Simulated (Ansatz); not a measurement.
`F[SiH2]CC[SiH3]` → `CC[SiH3]` + `F[SiH]` at 500 K and 1 bar (silylene formation by 1,1-elimination).

Isolated molecules relaxed with PBE0-D4/def2-TZVP in Ansatz; ΔE leaves out vibrations. CCSD(T)/CBS adds triple-zeta CCSD(T) − MP2 to the extrapolated MP2 energy (def2 sets, frozen cores). This one scheme is used for every species. Each species was taken in one conformer, which may not be the lowest.

| species | CCSD(T)/CBS energy (Eh) | H − E (kJ/mol) | S (J/(mol·K)) |
| --- | --- | --- | --- |
| `F[SiH2]CC[SiH3]` | -759.53495 | 319.1 | 456.4 |
| `CC[SiH3]` | -369.99568 | 274.2 | 352.5 |
| `F[SiH]` | -389.46371 | 40.7 | 260.3 |

H − E and S are ideal-gas, rigid-rotor, harmonic terms from PBE0-D4/def2-TZVP, for one conformer and one mirror image of each species. 1 Eh = 2625.50 kJ/mol, R = 8.31446 J/(mol·K).

**Question.** By hand: ΔE, ΔH, ΔS and ΔG.

**Answer.** ΔE = (-369.99568) + (-389.46371) − (-759.53495) = 0.07556 Eh = 198.4 kJ/mol. Δ(H − E) = 274.2 + 40.7 − 319.1 = -4.2, so ΔH = 194.2 kJ/mol. ΔS = 352.5 + 260.3 − 456.4 = 156.4 J/(mol·K). ΔG = 194.2 − 500 × (156.4)/1000 = 116.0 kJ/mol.

**Question.** By hand: the equilibrium constant, and the temperature at which ΔG would vanish if ΔH and ΔS stayed fixed.

**Answer.** log₁₀ K = −ΔG/(RT ln 10) = -12.1. ΔG = 0 at ΔH/ΔS = 1242 K.

The number of gas molecules changes by +1, which sets the sign of ΔS. A doubt of 5 kJ/mol in ΔE shifts log₁₀ K by 0.5 here. Other conformers and mirror images would add mixing entropy, several J/(mol·K) or more a flexible species. Modes under 60 cm⁻¹, often nearly free rotors, make the harmonic entropy too high. These are equilibria of isolated gas molecules and say nothing of rates. Largest T1 diagnostic: 0.015 (customary marks: 0.02 for closed shells, 0.045 for open ones).
